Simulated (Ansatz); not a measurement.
Input and output for Nb2(F)10 (Nb₂F₁₀).

```yaml
crystal:
  periodic: [false, false, false]
  atoms:
    - {symbol: Nb, position_ang: [-0.252821, -1.388839, 0.987428]}
    - {symbol: F, position_ang: [-1.378366, -0.223144, 1.923069]}
    - {symbol: F, position_ang: [-1.533009, -2.701229, 0.794044]}
    - {symbol: F, position_ang: [0.942006, -2.170491, -0.221907]}
    - {symbol: F, position_ang: [0.693128, -1.908056, 2.482095]}
    - {symbol: F, position_ang: [-0.930701, -0.331646, -0.705715]}
    - {symbol: Nb, position_ang: [0.252816, 1.388852, -0.987446]}
    - {symbol: F, position_ang: [1.378369, 0.223069, -1.922955]}
    - {symbol: F, position_ang: [1.532988, 2.701236, -0.793980]}
    - {symbol: F, position_ang: [-0.942096, 2.170442, 0.221847]}
    - {symbol: F, position_ang: [-0.692976, 1.908123, -2.482197]}
    - {symbol: F, position_ang: [0.930652, 0.331673, 0.705717]}
basis:
  gaussian: {orbitals: def2-mTZVP}
hamiltonian: {xc: {name: rPW86-PBE}, dispersion: d3bj}
```

```sh
$ ansatz run in.yaml --threads 4 --pin off --events-out ev --progress --plain --max-ram 6963MiB
```

Shortened log:

```
Functional definition: rPW86-PBE
  name "rPW86-PBE"
  cite "Murray, Lee & Langreth, J. Chem. Theory Comput. 5, 2754 (2009) doi:10.1021/ct900365q"
  cite "Perdew, Burke & Ernzerhof, Phys. Rev. Lett. 77, 3865 (1996) doi:10.1103/PhysRevLett.77.3865"
  parent pbe
  exchange = rpw86_x
  correlation = pbe_c
2040 factors; their error is unknown
mean field evaluation 1: about -30322.9392 eV, gradient 1.3e2 eV
mean field evaluation 2: about -29844.3881 eV, gradient 5.5e2 eV
mean field evaluation 4: about -30343.9348 eV, gradient 5.6e1 eV
mean field evaluation 8: about -30348.5492 eV, gradient 3.6e-1 eV
mean field evaluation 16: about -30348.5365 eV, gradient 3.2e-3 eV
mean field -30348.53647299 eV, -1115.2881444057 hartree, gradient 7.0e-5 eV, S^2 0.000000; 0 other end points of the search recorded, 0 dependent functions left out
reference -30348.53664899 eV, -1115.2881508733 hartree; 58, 58 occupied and 198, 198 virtual orbitals, 2040 factors
Total energy: -30348.87909847 eV, -1115.3007356597 hartree
```

Hardware: 4 threads of Intel Xeon 6975P-C on a shared host. Wall time 6.5 s.

In the def2 sets Nb takes a core potential; there is no spin–orbit coupling.
